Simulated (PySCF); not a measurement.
## Deuteron quadrupole couplings in `Fc1cc(F)c2c(c1)C2`

Species: C7H4F2.
Cartesian coordinates in Å at the PBE0-D3(BJ)/def2-SVP level; atoms count from 1:
```
atom  x, y, z in Å
F1    -2.605   -1.079   -0.921
C2    -1.457   -0.556   -0.496
C3    -1.507    0.671    0.168
C4    -0.329    1.269    0.644
F5    -0.402    2.428    1.284
C6     0.836    0.587    0.399
C7     0.831   -0.604   -0.247
C8    -0.269   -1.268   -0.736
C9     2.149   -0.104    0.227
H10   -2.472    1.159    0.317
H11   -0.281   -2.229   -1.253
H12    2.873    0.292   -0.501
H13    2.624   -0.577    1.099
```

Level: PBE0/pcSseg-1 (PySCF, non-relativistic); Q(2H) = 0.00286 b; rigid geometry, the same for H and D, with no vibrational averaging.

Q: Tabulate Vzz, the asymmetry η and χzz = 234.96 MHz × Q × Vzz for every hydrogen position.

A: 
```csv
atom,bonded to,bond length (Å),Vzz (au),η,χzz (kHz)
H10,C3,1.091,0.3072,0.09,206
H11,C8,1.091,0.3075,0.07,207
H12,C9,1.100,0.2899,0.05,195
H13,C9,1.100,0.2893,0.05,194
```

Geometry: PBE0-D3(BJ)/def2-SVP; no solvent, vibrations or thermal averaging. A larger basis could move these couplings by a tenth or more.
